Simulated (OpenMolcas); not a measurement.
An atom or ion with 40 electrons was computed by SS-CASPT2, IPEA 0.25 Eh, imaginary shift 0.1 Eh with spin-orbit coupling (OpenMolcas, ANO-RCC-VTZP, DKH2). The lowest levels that the run gave, each within 12 % of the measured value where one is at hand:

```csv
J,Parity,E (cm⁻¹),g
0,even,0.0,
1,even,247,1.501
2,even,686,1.500
3,even,1260,1.500
4,even,1931,1.499
0,even,12150,
1,even,13400,1.494
4,even,13970,0.847
5,even,14550,1.044
6,even,15080,1.164
2,even,15130,0.678
3,even,15160,1.021
```

Question: Which ion is it, and what are the configurations and terms?

Answer: Mo2+ (Z = 42, charge +2; active space 4 electrons in 6 orbitals (4d 5s)). J, parity and g give the terms where levels are pure, and mixed ones are named by the computed weights; the size of the splittings, set against known spectra of the 40-electron sequence, gives the charge. In order, with the measured energies in cm⁻¹ (Sugar and Musgrove, J. Phys. Chem. Ref. Data 17, 155 (1988)): 4d⁴ ⁵D₀, 4d⁴ ⁵D₁ (242), 4d⁴ ⁵D₂ (668), 4d⁴ ⁵D₃ (1224), 4d⁴ ⁵D₄ (1872), 4d⁴ ³P₀(1) (11149), 4d⁴ ³P₁(1) (12510), 4d⁴ ³H₄ (12680), 4d⁴ ³H₅ (13276), 4d⁴ ³H₆ (13811), 4d⁴ ³F₂(1) (13929), 4d⁴ ³F₃(1) (13948).

Term energies are means over components that CASPT2 splits; among the terms shown or strongly mixed into the levels shown the widest spread is 200 cm-1 (4d⁴ ³F(1)). Configurations are named by rounded mean occupations; where the s occupation lies near a half they are strongly mixed, a name can repeat and a true partner stay unpaired. Computed and measured levels are paired by configuration, term and J; levels that our copy of the source lacks, or whose pairing is in doubt (as where it misses far off the trend of its configuration), stay unpaired and out of the deviations. Levels of configurations outside the active space are missing.

A number in round brackets counts repeated terms of one configuration in the order of the reference energies.
